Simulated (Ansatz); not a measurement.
Geometry optimisation, Ansatz, RKS B3LYP/def2-SVP.

The input (input.yaml):

```yaml
crystal:
  periodic: [false, false, false]
  atoms:
    - { symbol: F, position_ang: [-0.3562, -0.0581, 1.7295] }
    - { symbol: Bi, position_ang: [-0.3146, -0.9131, -0.1683] }
    - { symbol: F, position_ang: [1.6609, -0.3426, -0.3511] }
    - { symbol: Cl, position_ang: [-0.9346, 1.2536, -1.2304] }
basis:
  gaussian: { orbitals: def2-SVP }
hamiltonian:
  xc: b3lyp
relax:
  f_tol: 0.015
  max_steps: 40
```

Launched with:

```bash
$ ansatz run input.yaml --threads 1 --pin off --max-ram 2048MiB --backend cpu --events-out ev --progress --plain --runs-dir out
```

Problem. Where does it end, and by what steps?

Solution. It converged. After 4 steps the energy has fallen by 0.190 eV; Bi2 moved furthest, 0.15 Å.

```tsv
step	energy less start (eV)	largest force component (eV/Å)	accepted
0	0.0000	1.892	yes
1	-0.1728	0.656	yes
2	-0.1896	0.053	yes
3	-0.1900	0.021	yes
4	-0.1901	0.002	yes
```

```xyz
4
Properties=species:S:1:pos:R:3
F -0.382 -0.109 1.764
Bi -0.255 -0.772 -0.153
F 1.744 -0.451 -0.340
Cl -1.052 1.272 -1.291
```

Whether the end is a true minimum wasn't checked by a vibrational analysis.

Run time: 12 s on 1 thread of Intel(R) Xeon(R) Platinum 8488C (Sapphire Rapids), with other jobs on the host, peak memory 0.17 GiB.
